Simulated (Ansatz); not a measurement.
C3H8O2Sn, SMILES `CC(C)[O][Sn][OH]`. The species carries charge 0 and has multiplicity 1. Sn: def2 effective core potential. The geometry is a stationary point of PBE0-D4/def2-TZVP. It is one conformer, not always the lowest.

```xyz
14

C     1.621    0.290    0.736
C     0.655   -0.413   -0.201
C    -0.624   -0.805    0.518
O     0.438    0.394   -1.328
Sn   -0.883    1.478   -2.311
O    -2.569    1.148   -1.320
H     1.889   -0.351    1.579
H     2.533    0.563    0.202
H     1.167    1.205    1.129
H     1.137   -1.336   -0.558
H    -1.320   -1.300   -0.165
H    -1.106    0.075    0.955
H    -0.408   -1.500    1.333
H    -2.531    0.552   -0.569
```

Question: What is the dipole moment at B3LYP/def2-TZVPP? (Estimate.)

Answer: The calculation gave: 1.03 D, with components (0.87, -0.45, 0.34) D in this frame, pointing from negative to positive charge.

Question: And with PBE, r2SCAN, ωB97M-V? (Best estimate.)

Answer: Computed: PBE 1.10 D, r2SCAN 1.14 D, ωB97M-V 0.99 D.

Question: Give the Mulliken charges with B3LYP, r2SCAN, PBE in def2-TZVPP. (Estimate.)

Answer: Ansatz gave: 
| atom | B3LYP | r2SCAN | PBE |
| --- | --- | --- | --- |
| C1 | -0.23 | -0.13 | -0.24 |
| C2 | 0.21 | 0.27 | 0.18 |
| C3 | -0.29 | -0.20 | -0.29 |
| O4 | -0.56 | -0.56 | -0.48 |
| Sn5 | 0.77 | 0.75 | 0.67 |
| O6 | -0.57 | -0.58 | -0.53 |
| H7 | 0.07 | 0.04 | 0.07 |
| H8 | 0.09 | 0.05 | 0.09 |
| H9 | 0.06 | 0.03 | 0.07 |
| H10 | 0.04 | 0.00 | 0.04 |
| H11 | 0.09 | 0.05 | 0.09 |
| H12 | 0.06 | 0.03 | 0.06 |
| H13 | 0.08 | 0.04 | 0.08 |
| H14 | 0.18 | 0.20 | 0.18 |

B3LYP here is the variant with VWN-RPA as its local correlation; programs differ in this.
